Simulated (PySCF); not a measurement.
Dissociation curve of Be₂, singlet.

Calculation: CCSD(T) on UHF/cc-pVTZ (PySCF 2.14.0).

Problem. Relative to R = 2.39 Å, what are the energies at R = 2.02, 4.13, 5.51, 7.46 Å?

Solution. 5.1 kcal/mol at 2.02 Å, 1.6 kcal/mol at 4.13 Å, 1.9 kcal/mol at 5.51 Å, 2.1 kcal/mol at 7.46 Å.

The unrestricted determinant behind UCCSD(T) is spin-contaminated at 1.89 to 7.46 Å (<S²> up to 0.9, against 0.00 for a pure singlet).
